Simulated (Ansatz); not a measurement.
`C[SiH2]O[SiH2]Cl` + `FC1=C(F)[SiH2]1` → `C[SiH2]O[SiH2]F` + `FC1=C(Cl)[SiH2]1`  (redistribution)

Computed with Ansatz on PBE0-D4/def2-TZVP structures; ΔE is electronic, products minus reactants. CCSD(T)/CBS adds triple-zeta CCSD(T) − MP2 to the extrapolated MP2 energy (def2 sets, frozen cores). Functionals use def2-TZVPP. One conformer a species, not always the lowest.

`C[SiH2]O[SiH2]Cl`:

Cartesian coordinates in Å:
```
C 1.678 -0.692 0.638
Si 0.772 0.877 0.233
O -0.858 0.621 0.236
Si -2.104 0.021 -0.599
Cl -1.613 -1.813 -1.393
H 1.472 -1.462 -0.109
H 2.756 -0.512 0.656
H 1.380 -1.073 1.617
H 1.174 1.385 -1.107
H 1.036 1.928 1.248
H -3.244 -0.179 0.317
H -2.449 0.899 -1.738
```

`FC1=C(F)[SiH2]1`:

```xyz
7

F    -0.308    2.270    0.062
C    -0.089    0.971    0.060
C     0.754    0.111    0.611
F     1.786    0.132    1.430
Si   -0.452   -0.734   -0.456
H    -1.596   -1.502    0.096
H    -0.095   -1.247   -1.803
```

`C[SiH2]O[SiH2]F`:

```xyz
12

C     1.277   -0.437    1.387
Si    1.055    0.474   -0.215
O    -0.545    0.731   -0.511
Si   -1.943    0.092   -1.002
F    -2.295   -1.178   -0.099
H     0.859    0.132    2.221
H     0.778   -1.409    1.353
H     2.338   -0.605    1.587
H     1.631   -0.305   -1.345
H     1.704    1.809   -0.168
H    -3.018    1.087   -0.812
H    -1.841   -0.390   -2.397
```

`FC1=C(Cl)[SiH2]1`:

Cartesian coordinates in Å:
```
F -1.707 -0.370 1.474
C -0.725 -0.153 0.626
C -0.099 0.907 0.135
Cl -0.162 2.594 0.282
Si 0.569 -0.656 -0.533
H 1.865 -1.211 -0.074
H 0.258 -1.112 -1.910
```

| level | ΔE (kJ/mol) |
| --- | --- |
| LDA (SPW92) | -70.6 |
| revPBE-D4 | -71.1 |
| r2SCAN | -77.7 |
| SCS-MP2/def2-QZVPP | -91.6 |

(1) What does CCSD(T)/CBS give? (An estimate is asked.)

(2) What do rigid-rotor, harmonic-oscillator terms from PBE0-D4/def2-TZVP frequencies (298.15 K, 1 bar) make of the CCSD(T)/CBS value? (Estimate.)

Largest T1 diagnostic among the species: 0.014.

## Answers

(1) Computed: -85.3 kJ/mol. The listed levels differ from it by 14.7, 14.2, 7.6, -6.3 kJ/mol.

(2) Computed: ΔZPE = -0.6 kJ/mol, ΔH = -85.7 kJ/mol, ΔS = 9 J/(mol·K), ΔG = -88.4 kJ/mol. Modes under 50 cm⁻¹ make the entropy rough.

Leaving LDA and LC-ωPBE aside and taking each functional with its dispersion term where it has one, the values, not all of them listed here, spread over 14.1 kJ/mol, from B2PLYP to PBE-D4. At CCSD(T), def2-SVP lies +19.0 kJ/mol from the extrapolated value and def2-TZVPP +1.2 kJ/mol. In def2-TZVPP, CCSD(T) changes the Hartree–Fock value by −4.0 kJ/mol (the triples alone add −0.2 kJ/mol) and MP2 by −12.1 kJ/mol.

CCSD(T)/CBS has its own doubt, a few kJ/mol and more with outer-core shells, so smaller differences from it don't rank the levels.
